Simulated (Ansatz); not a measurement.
`[OH][Ga]([OH])[O][SiH3]` → `[OH][Ga][O][SiH3]`• + `[OH]`•  (homolysis of the Ga–O bond)

Gas-phase electronic energies from Ansatz, PBE0-D4/def2-TZVP geometries. CCSD(T)/CBS is the MP2 limit (def2-TZVPP, def2-QZVPP) plus CCSD(T) − MP2 in def2-TZVPP, frozen cores. This one scheme is used for every species. DFT in def2-TZVPP. Open shells (•) are unrestricted, without spin–orbit coupling. For Ga outer-core shells are correlated without core-valence functions, which leaves a few kJ/mol of doubt a bond. Scalar relativity is left out up to krypton. Each species was taken in one conformer, which may not be the lowest.

```
             level  ΔE (kJ/mol)  difference from CCSD(T)/CBS
            PBE-D4        438.3                        -27.6
         r2SCAN-D4        430.3                        -35.6
           PBE0-D4        432.7                        -33.2
           ωB97X-V        450.9                        -15.0
            B2PLYP        439.7                        -26.2
              PBE0        428.3                        -37.6
     HF/def2-TZVPP        311.1                       -154.8
SCS-MP2/def2-TZVPP        467.2                          1.3
   CCSD/def2-TZVPP        441.2                        -24.7
CCSD(T)/def2-TZVPP        450.5                        -15.4
     HF/def2-QZVPP        311.5                       -154.4
    MP2/def2-QZVPP        488.7                         22.8
SCS-MP2/def2-QZVPP        476.8                         10.9
      HF/CBS(def2)        311.6                       -154.3
     MP2/CBS(def2)        495.1                         29.2
    CCSD/CBS(def2)        456.6                         -9.3
       CCSD(T)/CBS        465.9                            0
```

Largest T1 diagnostic among the species: 0.016.

In def2-TZVPP, CCSD(T) changes the Hartree–Fock value by +139.4 kJ/mol (the triples alone add +9.3 kJ/mol) and MP2 by +168.5 kJ/mol; breaking electron pairs costs correlation energy, which Hartree–Fock lacks. From PBE to PBE0 (25 % exact exchange), in def2-TZVPP and without D4, ΔE moves by −5.0 kJ/mol: exact exchange takes away binding that semilocal exchange gives to molecules.
